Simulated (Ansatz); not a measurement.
H2InS2 (`[SH][In][SH]`) radical. Total charge 0; spin multiplicity 2. Correlated methods include outer-core shells of In, which these sets cover unevenly. In: def2 effective core potential.

```xyz
5

S     1.218   -1.299    0.076
In    0.419    0.978   -0.218
S    -1.976    1.300    0.017
H     2.502   -0.969   -0.138
H    -2.163   -0.010    0.263
```

Task: Give the diagnostics of a CCSD(T)/def2-TZVPP run (frozen core, the Gaussian-basis code of Ansatz). (Estimate.)

Result: Ansatz gave: T1 = 0.0181, largest single amplitude 0.068, largest double 0.023, (T) share of the correlation energy 4.0 %, 11 CCSD cycles. ⟨S²⟩ of the UHF reference is 0.763 against 0.75 for a pure state. T1 lies under the customary mark of 0.045 for open shells.
